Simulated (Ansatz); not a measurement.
System (SMILES): Cl[C]Cl (closed-shell singlet).
Atoms: Cl1, C2, Cl3. Bonds: Cl1-C2, C2-Cl3.

Basis-set convergence of the lowest harmonic wavenumber at HF with Ansatz (a quantum-chemistry and plane-wave program). Each level at its own minimum, finite differences of forces, unscaled; the reference is a large set that could be run, not a limit. Cartesian d functions, on some or all atoms, in 6-311G**, 6-311+G**; all else is spherical. The program fits the integrals of some runs and decomposes those of others, by size. A restricted Hartree-Fock determinant is unstable towards unrestricted orbitals. No added dispersion term, no relativity. Reference: the value in aug-pcseg-2, 361 cm⁻¹. Deviations are taken from unrounded values.

```csv
basis,functions,lowest harmonic wavenumber (cm⁻¹)
def2-SVP,50,367
def2-SVPD,74,364
pcseg-1,50,362
aug-pcseg-1,77,361
cc-pV(D+d)Z,60,363
aug-cc-pV(D+d)Z,87,364
6-311G**,72,362
6-311+G**,84,363
pcseg-2,98,361
aug-pcseg-2,146,361
def2-TZVP,105,362
def2-TZVPD,129,362
cc-pV(T+d)Z,108,361
aug-cc-pV(T+d)Z,156,361
def2-TZVPP,115,362
def2-TZVPPD,139,362
```

What the diffuse functions change, pair by pair:
- def2-SVP to def2-SVPD: 24 more functions, deviation 6 to 3 cm⁻¹
- pcseg-1 to aug-pcseg-1: 27 more functions, deviation 0 to 0 cm⁻¹
- cc-pV(D+d)Z to aug-cc-pV(D+d)Z: 27 more functions, deviation 2 to 2 cm⁻¹
- 6-311G** to 6-311+G**: 12 more functions, deviation 1 to 2 cm⁻¹
- pcseg-2 to aug-pcseg-2: 48 more functions, deviation 0 to 0 cm⁻¹
- def2-TZVP to def2-TZVPD: 24 more functions, deviation 1 to 1 cm⁻¹
- cc-pV(T+d)Z to aug-cc-pV(T+d)Z: 48 more functions, deviation -1 to 0 cm⁻¹
- def2-TZVPP to def2-TZVPPD: 24 more functions, deviation 1 to 1 cm⁻¹

Leaving out the reference's own pair, they bring the value nearer the reference by more than 1 cm⁻¹ in 1 of 7 pairs.
